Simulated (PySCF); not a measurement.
H₈Ge₃, charge -1, doublet, geometry from GFN2-xTB (a state made from the parent by changing its charge; the spin is typed, not shown lowest) (in this run its highest filled SCF level lies above zero, so its values depend strongly on the basis, on diffuse functions most of all); DF-SVWN5/6-31G* run with PySCF.

PySCF was given this input:
```python
from pyscf import gto, scf, dft

mol = gto.M(
    atom='''
Ge    2.321377    0.688215   -0.171501
Ge    0.124446   -0.565256    0.184537
Ge   -2.438831   -0.189744    0.005121
H     3.912693    0.882550   -0.104898
H     2.195294    1.204197   -1.637869
H     2.000768    2.070349    0.471399
H     0.306384   -1.085803    1.701648
H     0.433710   -2.071062   -0.339422
H    -2.531352    0.352128   -1.458674
H    -2.504805    1.227425    0.657432
H    -4.036409   -0.442661    0.129394
''',
    basis='6-31g*',
    charge=-1,
    spin=1,
    verbose=4,
)

mf = dft.UKS(mol)
mf.xc = 'lda,vwn'
mf = mf.density_fit(auxbasis='def2-universal-jkfit')
mf.kernel()
```

Write the output that PySCF gives for this input, abridged.


```
PySCF version 2.14.0

[INPUT] verbose = 4
[INPUT] num. atoms = 11
[INPUT] num. electrons = 105
[INPUT] charge = -1
[INPUT] spin (= nelec alpha-beta = 2S) = 1
[INPUT] symmetry False subgroup None
[INPUT] Mole.unit = angstrom
[INPUT] Symbol           X                Y                Z      unit          X                Y                Z       unit  Magmom
[INPUT]  1 Ge     2.321377000000   0.688215000000  -0.171501000000 AA    4.386766761864   1.300537864818  -0.324089920089 Bohr   0.0
[INPUT]  2 Ge     0.124446000000  -0.565256000000   0.184537000000 AA    0.235168857298  -1.068179030267   0.348724389849 Bohr   0.0
[INPUT]  3 Ge    -2.438831000000  -0.189744000000   0.005121000000 AA   -4.608722654099  -0.358564193779   0.009677287484 Bohr   0.0
[INPUT]  4 H      3.912693000000   0.882550000000  -0.104898000000 AA    7.393918179503   1.667777791235  -0.198228491015 Bohr   0.0
[INPUT]  5 H      2.195294000000   1.204197000000  -1.637869000000 AA    4.148504422901   2.275602530023  -3.095123837915 Bohr   0.0
[INPUT]  6 H      2.000768000000   2.070349000000   0.471399000000 AA    3.780903558794   3.912392592267   0.890815005394 Bohr   0.0
[INPUT]  7 H      0.306384000000  -1.085803000000   1.701648000000 AA    0.578981848949  -2.051870295231   3.215648680414 Bohr   0.0
[INPUT]  8 H      0.433710000000  -2.071062000000  -0.339422000000 AA    0.819593117485  -3.913739966994  -0.641414620652 Bohr   0.0
[INPUT]  9 H     -2.531352000000   0.352128000000  -1.458674000000 AA   -4.783562004870   0.665425480791  -2.756494365024 Bohr   0.0
[INPUT] 10 H     -2.504805000000   1.227425000000   0.657432000000 AA   -4.733395445441   2.319497088444   1.242366425525 Bohr   0.0
[INPUT] 11 H     -4.036409000000  -0.442661000000   0.129394000000 AA   -7.627707536730  -0.836508056026   0.244519222162 Bohr   0.0

nuclear repulsion = 689.91365258937
number of shells = 52
number of NR pGTOs = 317
number of NR cGTOs = 112
basis = 6-31g*
ecp = {}

******** <class 'pyscf.df.df_jk.DFUKS'> ********
method = DFUKS
initial guess = minao
damping factor = 0
level_shift factor = 0
DIIS = <class 'pyscf.scf.diis.CDIIS'>
diis_start_cycle = 1
diis_space = 8
diis_damp = 0
SCF conv_tol = 1e-09
SCF conv_tol_grad = None
SCF max_cycles = 50
direct_scf = False
number electrons alpha = 53  beta = 52
XC library pyscf.dft.libxc version 7.1.2
    S. Lehtola, C. Steigemann, M. J. T. Oliveira, and M. A. L. Marques,  SoftwareX 7, 1–5 (2018)
XC functionals = lda,vwn
    P. A. M. Dirac,  Math. Proc. Cambridge Philos. Soc. 26, 376 (1930)
    F. Bloch,  Z. Phys. 57, 545 (1929)
    S. H. Vosko, L. Wilk, and M. Nusair,  Can. J. Phys. 58, 1200 (1980)
radial grids:
    Treutler-Ahlrichs [JCP 102, 346 (1995); DOI:10.1063/1.469408] (M4) radial grids

becke partition: Becke, JCP 88, 2547 (1988); DOI:10.1063/1.454033
pruning grids: <function nwchem_prune>
grids dens level: 3
symmetrized grids: False
atomic radii adjust function: <function treutler_atomic_radii_adjust>
small_rho_cutoff = 0
Set gradient conv threshold to 3.16228e-05
tot grids = 140384
init E= -6223.31075698773

cycle= 1 E= -6225.35802070964  delta_E= -2.05  |g|= 0.565  |ddm|= 2.23
cycle= 2 E= -6225.35399702342  delta_E= 0.00402  |g|= 0.639  |ddm|= 0.664
cycle= 3 E= -6225.41974092112  delta_E= -0.0657  |g|= 0.0372  |ddm|= 0.283
cycle= 4 E= -6225.42067876448  delta_E= -0.000938  |g|= 0.0198  |ddm|= 0.106
cycle= 5 E= -6225.42086230575  delta_E= -0.000184  |g|= 0.00547  |ddm|= 0.0343
cycle= 6 E= -6225.42087182993  delta_E= -9.52e-06  |g|= 0.00138  |ddm|= 0.0104
cycle= 7 E= -6225.42087340408  delta_E= -1.57e-06  |g|= 0.000469  |ddm|= 0.00366
cycle= 8 E= -6225.42087355988  delta_E= -1.56e-07  |g|= 0.000185  |ddm|= 0.00139
cycle= 9 E= -6225.42087358136  delta_E= -2.15e-08  |g|= 9.11e-05  |ddm|= 0.000581
cycle= 10 E= -6225.42087358782  delta_E= -6.45e-09  |g|= 2.58e-05  |ddm|= 0.000265
cycle= 11 E= -6225.42087358843  delta_E= -6.19e-10  |g|= 5.61e-06  |ddm|= 7.12e-05
Extra cycle  E= -6225.42087358842  delta_E= 1.09e-11  |g|= 6.26e-06  |ddm|= 2.58e-05
converged SCF energy = -6225.42087358842  <S^2> = 0.75151141  2S+1 = 2.0015108
```
